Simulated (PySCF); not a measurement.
Electron correlation in Ge (germanium, neutral)

[Ar] 3d10 4s2 4p1 5s1, high-spin 3P determinant (an excited configuration). Calculation: PySCF 2.14, in aug-cc-pVTZ-PP with ECP10MDF (6s5p4d2f, 55 functions); a scalar-relativistic core potential. Frozen: 3s2 3p6 3d10; 4 electrons correlated.

```
  level  correlation energy (mhartree)
   CCSD                         -59.58
    (T)                          -1.57
CCSD(T)                         -61.15
```

Diagnostics: T1 = 0.017, D1 = 0.0432, largest double amplitude 0.085.

**Question.** Is a single reference adequate?

**Answer.** Mostly. T1 lies below 0.03, but a double amplitude of this size points to a near-degeneracy that CCSD handles and MP2 describes poorly.
